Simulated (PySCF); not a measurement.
From one molecule to another.

First species: C₇H₁₄Si.
InChI=1S/C7H14Si/c1-7(2)8-5-3-4-6-8/h3-4,7-8H,5-6H2,1-2H3

Second species: C7H12NP.
InChI=1S/C7H12NP/c1-8-9(2)6-4-3-5-7-9/h4-7H,3H2,1-2H3

Levels: PBE0/pcSseg-1 for HOMO energy, LUMO energy and HOMO–LUMO gap. Geometries: GFN2-xTB. All species are isolated and taken at one optimised geometry, non-relativistic unless stated; the electronic structure was computed with PySCF and density fitting.

Values for the first species:

- HOMO energy: -6.95 eV
- LUMO energy: 0.81 eV
- HOMO–LUMO gap: 7.76 eV

Question: Estimate the same properties for the second species, and the change in each.

Answer: 
```json
{"property": "HOMO energy", "first": "-6.95 eV", "second": "-5.63 eV", "second less first": "+1.32 eV"}
{"property": "LUMO energy", "first": "0.81 eV", "second": "-0.42 eV", "second less first": "-1.23 eV"}
{"property": "HOMO–LUMO gap", "first": "7.76 eV", "second": "5.21 eV", "second less first": "-2.55 eV"}
```

One conformer stands for the species.
